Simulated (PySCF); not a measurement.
Calculated properties of `C1=C(C[P@@](CC#C)(C1)=O)C`

Species: C8H11OP.
Structure used (GFN2-xTB), in Å, numbered top down from 1:
```xyz
21
C8H11OP angstrom
C      1.8949    2.1354   -0.1019
C      2.0972    0.9876   -0.3751
C      2.2893   -0.4029   -0.6874
P      0.7884   -1.4119   -0.3062
O      0.9635   -2.8347   -0.6254
C      0.3003   -0.9990    1.4243
C     -0.8856   -0.1026    1.2607
C     -1.3538    0.1195    0.0406
C     -2.5363    0.9710   -0.2852
C     -0.6380   -0.5519   -1.0980
H      1.7397    3.1456    0.1325
H      2.5075   -0.5455   -1.7508
H      3.1132   -0.8306   -0.1068
H      0.0415   -1.9223    1.9501
H      1.1053   -0.5071    1.9746
H     -1.3333    0.3294    2.1430
H     -3.2888    0.3838   -0.8112
H     -2.9799    1.3810    0.6182
H     -2.2412    1.7924   -0.9378
H     -1.2725   -1.2948   -1.5890
H     -0.3202    0.1747   -1.8491
```

Structural features include: alkyne, C=C double bond, phosphine oxide and P=O bond.

**GFN2-xTB geometry**

| Quantity | Value |
| --- | --- |
| Point group of the GFN2-xTB geometry | C1 |
| Rotational constants A, B, C of the GFN2-xTB geometry | 1.402, 1.119, 0.804 GHz |

**PBE0/pcSseg-1 ground state and GIAO shieldings, non-relativistic (PySCF)**

| Item | Value |
| --- | --- |
| Dipole moment | 3.84 D |
| HOMO energy | -7.15 eV |
| LUMO energy | 0.37 eV |
| HOMO–LUMO gap | 7.52 eV |
| Lowest Hirshfeld atomic charge | -0.41 e on O5 |
| Highest Hirshfeld atomic charge | +0.45 e on P4 |
| 13C chemical shifts (computed TMS as zero) by class | 146.0 (C8), 130.3 (C7), 81.1 (C2), 77.0 (C1), 40.6 (C10), 38.7 (C6), 26.2 (C3), 23.3 (C9) ppm |
| 1H chemical shifts (computed TMS as zero) by class | 5.71 (H16), 2.85 (H12), 2.85 (H13), 2.71 (H14), 2.68 (H15), 2.42 (H20), 2.39 (H21), 1.86 (H17/H18/H19), 1.22 (H11) ppm |
| Isotropic shieldings of nuclei other than C and H, by class | 204 (O5), 277 (P4) ppm |
| Mayer bond orders between heavy atoms | C1–C2 2.56, C2–C3 1.03, C3–P4 0.90, P4–O5 1.89, P4–C6 0.90, C6–C7 1.03, C7–C8 1.85, C8–C9 1.08, C8–C10 1.03, C10–P4 0.89 |

Monoisotopic mass from the formula: 154.0548 u.

With B = h/(8π²I), that is 505.379 GHz u Å² over I, the principal moments of inertia are 360.5, 451.6 and 628.2 u Å² (most abundant isotopes). The rotational constants make it an asymmetric top with κ = (2B − A − C)/(A − C) = 0.05, midway between the prolate (−1) and oblate (+1) limits. The dipole matches unit charges of opposite sign 0.80 Å apart (1 e·Å = 4.8032 D). A dipole of 3.84 D is allowed in C1, and pure rotational transitions are dipole-allowed.

Geometry: GFN2-xTB, one conformer, isolated molecule. GFN2-xTB frequencies show an imaginary mode (23i cm⁻¹), so this geometry is no minimum at that level. NMR classes are plain means over equivalent atoms (diastereotopic ones count apart unless rotation or inversion swaps them), as if these changed places fast; in this geometry the members of some classes differ.
